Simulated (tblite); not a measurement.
Species: C4H6N2O.
SMILES with atom numbers: `[CH3:1][CH2:2][c:3]1[n:4][cH:5][n:6][o:7]1` (hydrogens: H8, H9, H10 on C1; H11, H12 on C2; H13 on C5)

The geometry is computed with GFN2-xTB (gas phase).

Q: Give the optimised bond lengths and angles.

A: 
| bond | length (bohr) | order |
| --- | --- | --- |
| C1–C2 | 2.894 | single |
| C2–C3 | 2.798 | single |
| C3–N4 | 2.458 | aromatic |
| N4–C5 | 2.564 | aromatic |
| C5–N6 | 2.452 | aromatic |
| N6–O7 | 2.569 | aromatic |
| C3–O7 | 2.529 | aromatic |
| C1–H8, C1–H9, C1–H10 | 2.054 | single |
| C2–H11, C2–H12 | 2.061 | single |
| C5–H13 | 2.021 | single |

Bonds in one row agree within 0.02 bohr and their mean is given. Orders are formal, as drawn. A selection of angles:
| angle | degrees |
| --- | --- |
| C2–C1–H8 | 110.3 |
| H8–C1–H9 | 108.8 |
| C1–C2–C3 | 110.1 |
| C1–C2–H11 | 109.9 |
| C3–C2–H11 | 108.8 |
| C3–C2–H12 | 108.3 |
| H11–C2–H12 | 109.7 |
| C2–C3–N4 | 127.8 |
| C2–C3–O7 | 120.3 |
| N4–C3–O7 | 112.0 |
| C3–N4–C5 | 102.8 |
| N4–C5–N6 | 113.6 |
| N4–C5–H13 | 123.3 |
| N6–C5–H13 | 123.1 |
| C5–N6–O7 | 104.7 |
| C3–O7–N6 | 106.9 |

Torsions: C1–C2–C3–N4 -93° (anticlinal). The mirror-image conformer, all signs reversed, is as good.

The 5-membered ring C3–N4–C5–N6–O7 has internal angles of 102.8° to 113.6°; it is planar, 0.00 Å rms from its mean plane, widest ring torsion 0°. The 3 C–N bonds span 1.298 Å (C5–N6, aromatic) to 1.357 Å (N4–C5, aromatic), a spread of 0.059 Å. The C–C distances run from 1.480 Å (C2–C3, drawn single) to 1.532 Å (C1–C2, drawn single), a spread of 0.052 Å.

Point group: C1 (no symmetry element, even within 0.4 Å). Its GFN2-xTB frequencies are all real (lowest 23 cm⁻¹). The numbers are those of one conformer.
